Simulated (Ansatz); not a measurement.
HB, charge +1, doublet, at a GFN2-xTB geometry (a state made from the parent by changing its charge; the spin is typed, not shown lowest), atoms displaced at random by about 0.1 Å a coordinate. Base run: PBE0/STO-3G (Ansatz, a first-principles code).

Ansatz was given this input:
Ansatz 0.2 input:
```yaml
crystal:
  periodic: [false, false, false]
  atoms:
    - {symbol: B, position_ang: [-0.10255950, 0.05891378, -0.32868889]}
    - {symbol: H, position_ang: [0.03171955, -0.16108136, 1.04608701]}
basis:
  gaussian:
    orbitals: STO-3G
hamiltonian:
  xc: pbe0
total_charge: 1
magnetization: {spin_polarized: true, initial_magnetization: 1}
relax: {}
```

Variants of this job, named by their change:

```
change                          ΔE vs base (kcal/mol)  optimiser steps
------------------------------  ---------------------  ---------------
base                                            0.000                4
relax = f_tol: 0.0005                           0.000                4
relax = escape_saddle: false                    0.000                4
relax = max_displacement: 0.02                  0.000                7
relax = f_tol: 0.05                             0.001                3
relax = f_tol: 0.1                              0.001                3
relax = f_tol: 0.002                            0.000                4
```
